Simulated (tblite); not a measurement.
Compound: C6H7N2 (doublet state).
InChI=1S/C6H7N2/c7-5-1-4-2-6(5)8-3-4/h1,3-4,6-7H,2H2/b7-5+/t4-,6-/m0/s1

Method: GFN2-xTB as coded in tblite; computed harmonic values from a numerical Hessian at the method's own geometry, unscaled. This tight-binding method is rough: wavenumbers can miss measured ones by several per cent, in bad cases by 10 to 20. Open shells enter through the occupations alone, without spin polarisation, and single modes of such species can be off by tens of per cent.

Harmonic wavenumbers (cm⁻¹): 157.8, 335.5, 370.1, 426.1, 487.2, 512.9, 611.5, 658.3, 742.1, 758.6, 809.3, 844.5, 892.4, 899.4, 942.7, 979.5, 989.4, 1007.9, 1014.7, 1071.6, 1077.0, 1127.3, 1152.1, 1184.8, 1197.1, 1218.9, 1225.3, 1269.2, 1295.3, 1471.5, 1584.5, 1675.2, 2997.4, 3017.3, 3036.2, 3062.6, 3129.8, 3140.0, 3329.9.

A = 3997, B = 2298, C = 2099 MHz; mass 107.061 u (most abundant isotopes); point group C1, symmetry number 1; spin multiplicity 2.

Zero-point energy?

Half the sum of the wavenumbers: 25851 cm⁻¹ = 73.91 kcal/mol.

Give the ideal-gas entropy at 273.15 K and 1 bar in the rigid-rotor, harmonic-oscillator model (classical rotation).

Translation 39.51, rotation 26.95, vibration 8.47, spin (R ln 2) 1.38: S = 76.3 cal/(mol K).

And Cp and H(273.15 K) − H(0)?

Cp = 24.37 cal/(mol K), of which vibrations give 16.42 (their classical limit is 39 R = 77.5); H(273.15 K) − H(0) = 3.74 kcal/mol without the zero-point energy, 1.57 from vibrations.

What must be added to the electronic energy to get the Gibbs energy at 273.15 K and 1 bar?

ZPE + [H(273.15 K) − H(0)] − T·S = 73.91 + 3.74 − 20.84 = 56.81 kcal/mol.

Which modes carry the vibrational entropy at 273.15 K?

157.8 cm⁻¹: 2.41; 335.5 cm⁻¹: 1.10; 370.1 cm⁻¹: 0.95; 426.1 cm⁻¹: 0.75; 487.2 cm⁻¹: 0.58; 512.9 cm⁻¹: 0.52 cal/(mol K); the other 33 give 2.16 together.

How do the functions run with temperature in this model?

```csv
T (K),S (cal/(mol K)),Cp (cal/(mol K)),H − H(0) (kcal/mol),G − H(0) (kcal/mol),ln q(vib)
150,65.5,13.3,1.45,-8.38,0.36
250,74.3,22.1,3.20,-15.37,1.14
298.15,78.6,26.9,4.38,-19.04,1.65
400,87.8,36.5,7.62,-27.52,2.95
600,105.5,50.4,16.42,-46.87,6.03
900,128.5,62.5,33.55,-82.08,10.99
```

q(vib) and H(0) count from the zero-point level.

Hindered rotation and anharmonicity are outside this model. The structure is chiral; the term R ln 2 for an equal mix with its mirror image is left out.

The run took 0.34 s on an Arm Neoverse V2 with one thread, on a shared host. The figure is for the frequency step alone.
